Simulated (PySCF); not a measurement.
Some computed properties have been withheld. Give your best values.

Species: propyl acetate, C5H10O2.
InChI=1S/C5H10O2/c1-3-4-7-5(2)6/h3-4H2,1-2H3

Conformer (atom-mapped SMILES and torsion angles): `[CH3:1][CH2:2][CH2:3][O:4][C:5]([CH3:6])=[O:7]`: C1–C2–C3–O4 180°, C2–C3–O4–C5 179°, C3–O4–C5–C6 180°.

```json
{"property": "rotational constants A, B, C", "level": "PBE0-D3(BJ)/def2-SVP", "value": "?"}
{"property": "dipole moment", "level": "PBE0/pcSseg-1", "value": "?"}
{"property": "HOMO energy", "level": "PBE0/pcSseg-1", "value": "-7.89 eV"}
{"property": "LUMO energy", "level": "PBE0/pcSseg-1", "value": "?"}
{"property": "13C chemical shifts (computed TMS as zero) by class", "level": "GIAO PBE0/pcSseg-1", "value": "173.7 (1 C), 67.7 (1 C), 24.4 (1 C), 21.8 (1 C), 11.0 (1 C) ppm"}
{"property": "1H chemical shifts (computed TMS as zero) by class", "level": "GIAO PBE0/pcSseg-1", "value": "?"}
{"property": "isotropic shieldings of nuclei other than C and H, by class", "level": "GIAO PBE0/pcSseg-1", "value": "-123 (1 O), 120 (1 O) ppm"}
{"property": "largest of the computed one-bond spin–spin couplings (means over like bonds)", "level": "B3LYP/pcJ-1, spin–dipole term left out", "value": "13C–1H +149.8 (×2), 13C–1H +136.2 (×3), 13C–1H +132.9 (×2), 13C–1H +132.4 (×3), 13C–13C +64.4, 13C–13C +41.8, 13C–13C +36.9, 17O–13C +36.1 Hz"}
```

Electronic properties: PySCF, gas phase, density fitting. The structure is a single PBE0-D3(BJ)/def2-SVP conformer in the gas phase; no vibrational or solvent corrections. NMR classes are plain means over equivalent atoms (diastereotopic ones count apart unless rotation or inversion swaps them), as if these changed places fast; in this geometry the members of some classes differ.

(1) What are the rotational constants A, B, C?

(2) Give the LUMO energy.

(3) The 1H chemical shifts (computed TMS as zero) by class?

(4) The dipole moment?

Answers

(1) 7.838, 1.171, 1.045 GHz.

(2) 0.47 eV.

(3) 3.63 (2 H), 1.96 (3 H), 1.57 (2 H), 0.95 (3 H) ppm.

(4) 2.10 D.

The rotational constants make it an asymmetric top with κ = (2B − A − C)/(A − C) = -0.96, nearer the prolate limit (−1). In atomic units the dipole is 0.83 e·bohr (1 au = 2.5417 D). With B = h/(8π²I), that is 505.379 GHz u Å² over I, the principal moments of inertia are 64.5, 431.7 and 483.5 u Å² (most abundant isotopes); the inertial defect Ic − Ia − Ib is -12.7 u Å² (zero for a rigid planar frame, negative otherwise).

For the spin–spin coupling job (B3LYP/pcJ-1), on Intel Xeon at 2.30 GHz, one thread, shared host with 24 logical CPUs at a one-minute load of 24, this took 58 s wall, 42 s CPU and 1.2 GiB of memory at its peak.
